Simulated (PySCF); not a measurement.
# Correlation energy of Ru⁺ (ruthenium, charge +1)

[Kr] 4d7, high-spin 4F determinant. All numbers are calculated (PySCF 2.14, a scalar-relativistic core potential, in def2-QZVPPD with the def2 core potential (28 electrons) (7s5p4d4f2g, 88 functions)). Frozen: 4s2 4p6; 7 electrons correlated.

| level | correlation energy (mhartree) |
| --- | --- |
| CCSD | -166.62 |
| (T) | -5.81 |
| CCSD(T) | -172.43 |

Diagnostics: T1 = 0.0028, D1 = 0.0041, largest double amplitude 0.025.

**Question.** Is a single reference adequate?

**Answer.** Yes, within this model without spin-orbit coupling: T1 lies below 0.03 and no double amplitude reaches 0.07.
